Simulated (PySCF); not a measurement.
C₈H₁₀AlN.
Structure used (PBE0-D3(BJ)/def2-SVP), in Å, numbered top down from 1:
```
atom  x, y, z in Å
C1     4.248   -0.825    0.933
C2     2.925   -0.405    0.513
C3     1.814   -0.059    0.165
C4     0.508    0.342   -0.237
C5     0.293    1.429   -1.102
C6    -1.004    1.772   -1.459
C7    -2.064    1.030   -0.950
N8    -1.862   -0.005   -0.125
Al9   -3.450   -1.075    0.628
C10   -0.621   -0.346    0.226
H11    4.425   -1.881    0.674
H12    4.365   -0.722    2.023
H13    5.029   -0.220    0.447
H14    1.148    1.989   -1.483
H15   -1.201    2.610   -2.129
H16   -3.106    1.249   -1.194
H17   -3.069   -2.555    0.129
H18   -4.643   -0.305   -0.130
H19   -3.268   -0.804    2.203
H20   -0.518   -1.200    0.900
```

Level: PBE0/pcSseg-1 in PySCF, non-relativistic, on one gas-phase PBE0-D3(BJ)/def2-SVP geometry that isn't relaxed in the solvent. The solvent is an IEF-PCM continuum (cavity from Bondi-type radii × 1.2). The model holds no explicit solvent molecules, cavitation or dispersion.

Gas phase at PBE0/pcSseg-1: HOMO -7.05 eV, LUMO -2.21 eV, dipole 8.05 D.

Q: What does the continuum do to the energy, the frontier levels and the dipole at PBE0/pcSseg-1 in dichloromethane and water?

A: 
| solvent | ε | E(solvent) − E(gas) (kcal/mol) | polarisation term (kcal/mol) | distortion of the solute (kcal/mol) | HOMO (eV) | LUMO (eV) | dipole (D) |
| --- | --- | --- | --- | --- | --- | --- | --- |
| dichloromethane | 8.93 | -9.60 | -10.81 | 1.21 | -7.33 | -1.90 | 9.39 |
| water | 78.36 | -11.16 | -12.81 | 1.65 | -7.30 | -1.86 | 9.60 |

Polarisation term: ½ Σ q·V over the induced surface charges. Distortion: the rise of the solute's own energy as its density leaves the gas-phase optimum. From dichloromethane to water the lowering changes by a factor 1.16, Onsager's factor (ε − 1)/(2ε + 1) by 1.17 and ε itself by 8.8.

Q: Which radius a makes the point-dipole formula ΔE = −[(ε − 1)/(2ε + 1)]·μ²/a³ give the value in water, with the gas-phase dipole?

A: μ = 3.168 au and |ΔE| = 0.01779 Eh give a = 3.45 Å; the farthest nucleus lies 5.06 Å from the centroid of the nuclei, so such a sphere wouldn't even hold the nuclei. The formula assumes a rigid point dipole at the centre of a sphere.

Q: Give the dipole vector in the frame of the coordinates (D, pointing from negative to positive charge), gas and water.

A: Gas (7.00, 3.32, -2.18), solvent (8.14, 4.23, -2.83). Its length changes by +19 % and its direction by 2°.

Q: Which Mulliken charges (PBE0/pcSseg-1) respond most in dichloromethane (means over atoms taken as equivalent)?

A: 
```json
{"atoms": "Al9", "environment": "aluminium bonded to N and 3 H", "gas (e)": "+0.690", "solvent (e)": "+0.797", "change": "+0.107"}
{"atoms": "H17/H18/H19", "environment": "Al–H hydrogen", "gas (e)": "-0.285", "solvent (e)": "-0.335", "change": "-0.050"}
{"atoms": "H15", "environment": "aromatic hydrogen", "gas (e)": "+0.120", "solvent (e)": "+0.138", "change": "+0.018"}
{"atoms": "N8", "environment": "nitrogen bonded to Al and 2 C", "gas (e)": "-0.690", "solvent (e)": "-0.708", "change": "-0.018"}
{"atoms": "C2", "environment": "alkyne carbon", "gas (e)": "-0.246", "solvent (e)": "-0.264", "change": "-0.018"}
{"atoms": "C3", "environment": "alkyne carbon", "gas (e)": "+0.294", "solvent (e)": "+0.277", "change": "-0.017"}
{"atoms": "H14", "environment": "aromatic hydrogen", "gas (e)": "+0.105", "solvent (e)": "+0.121", "change": "+0.016"}
{"atoms": "C5", "environment": "aromatic CH carbon", "gas (e)": "+0.085", "solvent (e)": "+0.097", "change": "+0.012"}
```

Q: How do the nuclear quadrupole coupling constants eQVzz/h respond in dichloromethane?

A: 
| nucleus | Q (barn) | gas (MHz) | solvent (MHz) | η gas | η solvent |
| --- | --- | --- | --- | --- | --- |
| 14N at N8 | 0.02044 | -3.45 | -3.13 | 0.17 | 0.12 |
| 27Al at Al9 | 0.1466 | 29.38 | 26.47 | 0.01 | 0.03 |
